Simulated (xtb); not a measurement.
HO, doublet, geometry from GFN2-xTB; GFN1-xTB in xtb.

Here is a job for xtb.
```
$ xtb mol.xyz --gfn 1 --uhf 1 --json

# file mol.xyz
2

O     -0.00000000    -0.00000000    -0.10703611
H      0.00000000     0.00000000     0.85628892
```

Output, abridged:

```
   ID    Z sym.   atoms
    1    8 O      1
    2    1 H      2

           -------------------------------------------------
          |                Calculation Setup                |
           -------------------------------------------------

           -------------------------------------------------
          |                 G F N 1 - x T B                 |
           -------------------------------------------------

          ...................................................
          :                      SETUP                      :
          :.................................................:
          :  # basis functions                   6          :
          :  # atomic orbitals                   6          :
          :  # shells                            4          :
          :  # electrons                         7          :
          :  # halogen bonds                     0          :
          :  max. iterations                   250          :
          :  Hamiltonian                  GFN1-xTB          :
          :  restarted?                      false          :
          :  GBSA solvation                  false          :
          :  PC potential                    false          :
          :  electronic temp.          300.0000000     K    :
          :  accuracy                    1.0000000          :
          :  -> integral cutoff          0.2500000E+02      :
          :  -> integral neglect         0.1000000E-07      :
          :  -> SCF convergence          0.1000000E-05 Eh   :
          :  -> wf. convergence          0.2000000E-04 e    :
          :  Broyden damping             0.4000000          :
          :  net charge                          0          :
          :  unpaired electrons                  1          :
          ...................................................

 iter      E             dE          RMSdq      gap      omega  full diag
   1     -5.0865343 -0.508653E+01  0.288E+00   11.52       0.0  T
   2     -5.0865937 -0.593711E-04  0.171E+00   11.40       1.0  T
   3     -5.0866027 -0.907536E-05  0.620E-02   11.28       1.1  T
   4     -5.0866052 -0.248620E-05  0.134E-03   11.32      52.8  T
   5     -5.0866052 -0.106408E-08  0.471E-06   11.32   15002.3  T
   6     -5.0866052 -0.710543E-14  0.690E-07   11.32  100000.0  T

   *** convergence criteria satisfied after 6 iterations ***

         :::::::::::::::::::::::::::::::::::::::::::::::::::::
         ::                     SUMMARY                     ::
         :::::::::::::::::::::::::::::::::::::::::::::::::::::
         :: total energy              -5.068616614678 Eh    ::
         :: gradient norm              0.009198378485 Eh/a0 ::
         :: HOMO-LUMO gap             11.319152742146 eV    ::
         ::.................................................::
         :: SCC energy                -5.086605225866 Eh    ::
         :: -> electrostatic           0.022535584369 Eh    ::
         :: repulsion energy           0.018046417181 Eh    ::
         :: dispersion energy         -0.000057805993 Eh    ::
         :: halogen bond corr.         0.000000000000 Eh    ::
         :: add. restraining           0.000000000000 Eh    ::
         :: total charge              -0.000000000000 e     ::
         :::::::::::::::::::::::::::::::::::::::::::::::::::::

           -------------------------------------------------
          |                Property Printout                |
           -------------------------------------------------

    * Orbital Energies and Occupations

         #    Occupation            Energy/Eh            Energy/eV
      -------------------------------------------------------------
         1        2.0000           -0.8017441             -21.8166
         2        2.0000           -0.6372040             -17.3392
         3        1.5000           -0.5694441             -15.4954
         4        1.5000           -0.5694441             -15.4954 (HOMO)
         5                         -0.1534729              -4.1762 (LUMO)
         6                          0.3325147               9.0482
      -------------------------------------------------------------
                  HL-Gap            0.4159712 Eh           11.3192 eV
             Fermi-level           -0.4654513 Eh          -12.6656 eV

  Mulliken/CM5 charges         n(s)   n(p)   n(d)
     1O    -0.37544 -0.54117   1.847  4.529  0.000
     2H     0.37544  0.54117   0.625  0.000  0.000

Wiberg/Mayer (AO) data.
largest (>0.10) Wiberg bond orders for each atom

 ---------------------------------------------------------------------------
     #   Z sym  total        # sym  WBO       # sym  WBO       # sym  WBO
 ---------------------------------------------------------------------------
     1   8 O    0.869 --     2 H    0.869
     2   1 H    0.869 --     1 O    0.869
 ---------------------------------------------------------------------------

Topologies differ in total number of bonds
Writing topology from bond orders to xtbtopo.mol

 dipole moment from electron density (au)
     X       Y       Z
   0.0000   0.0000   0.9843  total (Debye):    2.502

           -------------------------------------------------
          | TOTAL ENERGY               -5.068616614678 Eh   |
          | GRADIENT NORM               0.009198378485 Eh/α |
          | HOMO-LUMO GAP              11.319152742146 eV   |
           -------------------------------------------------

normal termination of xtb
```
